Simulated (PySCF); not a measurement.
**C3H11ClOSi2**

C3H11ClOSi2 is a molecule drawn to mimic a surface site (built as: C site whose three back bonds go to CH2SiH3, CH2SiH3, OH; end group Cl), neutral, singlet. The structure, one conformer, was relaxed in the gas phase by PBE0-D3(BJ)/def2-SVP. No frequency run checks that it is a minimum.

SMILES: OC(Cl)(C[SiH3])C[SiH3]

```
atom   x (Å)   y (Å)   z (Å)
  C1   0.339   0.262   1.071
  C2  -0.023   1.671   0.621
 Si3   0.469   2.065  -1.170
  C4  -0.535  -0.831   0.487
 Si5  -0.268  -2.570   1.208
  O6   1.650  -0.054   0.794
 Cl7   0.096   0.224   2.920
  H8   0.493   2.403   1.267
  H9  -1.099   1.848   0.765
 H10   1.951   2.209  -1.288
 H11   0.004   1.009  -2.117
 H12  -0.163   3.366  -1.548
 H13  -1.595  -0.564   0.618
 H14  -0.342  -0.872  -0.598
 H15  -1.075  -2.768   2.447
 H16  -0.752  -3.548   0.183
 H17   1.169  -2.843   1.488
 H18   2.223   0.621   1.177
```

Shieldings: GIAO PBE0/pcSseg-1. Shifts are against computed references at the same level: C TMS (σ 184.4 ppm), H TMS (σ 31.27 ppm), Si TMS (σ 352.0 ppm). Core levels by delta-SCF with SCAN, pcX-2 on the ionised atom and pcseg-1 elsewhere, spin-free X2C (2p3/2 is the spin-free 2p value less a third of a first-order spin-orbit splitting); from the vacuum level, for chosen atoms.

Question: Give the NMR and core-level values of the distinct atoms.

Answer: 
| atoms | bonded to | σ (ppm) | δ (ppm) | core level (eV) |
| --- | --- | --- | --- | --- |
| C1 | 2 C + 1 Cl + 1 O | 74.3 | 110.1 | 1s 293.91 |
| C2 | 1 C + 1 Si + 2 H | 147.7 | 36.8 | 1s 290.70 |
| Si3 | 1 C + 3 H | 423.0 | -71.0 | - |
| C4 | 1 C + 1 Si + 2 H | 158.0 | 26.4 | 1s 290.51 |
| Si5 | 1 C + 3 H | 423.8 | -71.8 | - |
| O6 | 1 C + 1 H | 189.2 | - | 1s 539.40 |
| Cl7 | 1 C | 556.3 | - | 2p3/2 205.20 |
| H8 | 1 C | 29.25 | 2.01 | - |
| H9 | 1 C | 29.43 | 1.84 | - |
| H10 H11 H12 | 1 Si | 27.42 | 3.85 | - |
| H13 | 1 C | 29.97 | 1.29 | - |
| H14 | 1 C | 29.49 | 1.78 | - |
| H15 H16 H17 | 1 Si | 27.20 | 4.06 | - |
| H18 | 1 O | 29.33 | 1.94 | - |

Values are those of this one static structure, with the three H of a rotating XH3 group averaged; atoms that internal rotation interchanges would show their mean in an NMR spectrum.

Question: Which of C1, C2, C4 holds its core electrons tightest, and by how much against the loosest?

Answer: C1 (bonded to 2 C + 1 Cl + 1 O), by 3.40 eV over C4 (bonded to 1 C + 1 Si + 2 H).

Question: By CAM-B3LYP/def2-SVPD (TDDFT singlets, Tamm-Dancoff triplets, ionisation by delta-SCF), where does absorption start, and what does vertical ionisation take?

Answer: The lowest singlet lies at 6.86 eV (f 0.010), the strongest of the first 6 at 8.25 eV (f 0.067), the lowest triplet at 6.25 eV; vertical ionisation takes 10.55 eV.
